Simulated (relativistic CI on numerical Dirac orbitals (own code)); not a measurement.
## Slater and spin-orbit integrals, In²⁹⁺

Method of calculation: Dirac-Coulomb-Breit CI, separate exchange-only KLI orbitals for each configuration, model QED (radiative potential, 1s self-energy scaled to tabulated hydrogen-like ionisation energies), unscaled Slater integrals (own radial code, finite nucleus).

Slater integrals F^k, G^k are unscaled and averaged over j, outside the closed core [Ne]; ζ comes from projecting the Hamiltonian with its Breit term on Σ l·s of the shell.

- 3s²3p⁶3d²: F^2(3d,3d) = 361830, F^4(3d,3d) = 233460, ζ(3d) = 32173 cm⁻¹; <r>(3d) = 0.2817, <r^2>(3d) = 0.09216 (bohr units).
- 3s²3p⁵3d³: ζ(3p) = 248370, F^2(3d,3d) = 361000, F^4(3d,3d) = 232910, F^2(3p,3d) = 315830, G^1(3p,3d) = 341060, G^3(3p,3d) = 226640, ζ(3d) = 31728 cm⁻¹; <r>(3p) = 0.315, <r^2>(3p) = 0.1146, <r>(3d) = 0.2823, <r^2>(3d) = 0.09256 (bohr units).
- 3s3p⁶3d³: F^2(3d,3d) = 360640, F^4(3d,3d) = 232660, G^2(3s,3d) = 256540, ζ(3d) = 31963 cm⁻¹; <r>(3s) = 0.3226, <r^2>(3s) = 0.1185, <r>(3d) = 0.2826, <r^2>(3d) = 0.09273 (bohr units).

Q: Give the Racah parameters of the d shell in 3s²3p⁶3d².

A: B = F²/49 − 5F⁴/441 = 4737 cm⁻¹ and C = 35F⁴/441 = 18529 cm⁻¹.

Averages of the first 10 configurations, taken without configuration mixing, which lowers the lowest level and can move excited configurations by several eV; other configurations of the list can lie among them:

```csv
Configuration,Parity,States,Average energy above the lowest level (eV)
3s²3p⁶3d²,even,45,16.4
3s²3p⁵3d³,odd,720,202.6
3s3p⁶3d³,even,240,352.7
3s²3p⁶3d4s,even,20,681.2
3s²3p⁶3d4p,odd,60,735.5
3s²3p⁶3d4d,even,100,808.5
3s²3p⁵3d²4s,odd,540,861.3
3s²3p⁶3d4f,odd,140,870.9
3s²3p⁵3d²4p,even,1620,915.7
3s²3p⁵3d²4d,odd,2700,988.3
```
